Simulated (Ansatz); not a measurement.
Frontier orbitals of CH$_{3}$BBrFSi, SMILES `FB1C[SiH]1Br`.

Total charge 0; spin multiplicity 1. Correlated methods freeze the filled d shell of Br. Scalar relativity is left out up to krypton. The geometry is a stationary point of PBE0-D4/def2-TZVP. Basis def2-TZVPP, Ansatz.

Orbital energies of one run (eV). Highest occupied ones, from the top: -6.12, -7.24, -8.06, -8.36, -9.46, -11.01, -11.56, -11.81, -12.12, -13.65, -14.23, -19.22, -20.43, -32.43. Empty: -2.32, -0.79, -0.51, 0.80, 1.25, 2.30.

**Question.** Which functional gave them?
A. r2SCAN
B. r2SCANh
C. ωB97X-V
D. B3LYP

**Answer.** A. HOMO energies: r2SCAN -6.12, ωB97X-V -9.28, B3LYP -6.85, r2SCANh -6.54 eV.

B3LYP here is the variant with VWN-RPA as its local correlation; programs differ in this.
